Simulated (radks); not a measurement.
Spherical quantum dot in the effective-mass picture: electrons in a well V = -V0 / (1 + exp((r - R)/a)) with V0 = 51.5, R = 1.35, a = 0.12, with a point charge +1 (a donor) at the centre, all in effective atomic units (hartree* = m*/eps^2 hartree, bohr* = eps/m* bohr), one dielectric constant everywhere. Calculated with a radial shooting solver with Libxc functionals: non-relativistic Kohn-Sham, PBE, spin-polarised, spherical densities. Levels are named by radial order and angular momentum (1s, 1p, 1d, 2s, ...), and open shells are averaged over m.

N = 21, configuration 1s2 1p6 1d10 2s2 1f(up 1, down 0). This is the lowest configuration that the search found. Occupied and some empty levels:

level    occupation  eigenvalue (hartree*)  <r> (bohr*)
1s up             1                -27.502       0.7262
1s down           1                -27.475       0.7248
1p up             3                -25.062       0.8428
1p down           3                -25.025       0.8422
1d up             5                -21.851       0.9142
1d down           5                -21.810       0.9138
2s up             1                -19.909       0.6763
2s down           1                -19.888       0.6770
1f up             1                -17.927       0.9697
1f down           0                -17.882       0.9695
2p up             0                -14.612       0.7889
2p down           0                -14.590       0.7891
1g up             0                -13.375        1.017
1g down           0                -13.329        1.017
2d up             0                -9.3070       0.8786
2d down           0                -9.2818       0.8787

Energy (hartree*): total -704.958, kinetic 135.12, external -1047.1, Hartree 231.04, exchange-correlation -23.989.
